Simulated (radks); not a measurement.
Coulomb parameter of the 3d shell of the cobalt ion Co+ in the model configuration [Ar] 3d7 4s1, as a second difference U = [E(n + 0.5) + E(n - 0.5) - 2 E(n)] / (0.5)^2 with all orbitals relaxed. "Bare": the charge of the atom changes with n. "Screened": the 4s shell takes up the change at fixed total charge, which measures U(3d,3d) + U(4s,4s) - 2 U(3d,4s). All-electron calculation, Dirac Kohn-Sham, PBE, spin-unpolarised, spherical densities, point nucleus; open shells are shared between the two j in proportion to 2j + 1. Program: a radial shooting solver on a logarithmic mesh with Libxc functionals.

case              configuration  E - E(n) (eV)
start              [Ar] 3d7 4s1          0.000
bare +0.5        [Ar] 3d7.5 4s1         -6.711
bare -0.5        [Ar] 3d6.5 4s1         10.402
screened +0.5  [Ar] 3d7.5 4s0.5         -1.669
screened -0.5  [Ar] 3d6.5 4s1.5          2.568

U(bare) = 14.762 eV, U(screened by 4s) = 3.594 eV.
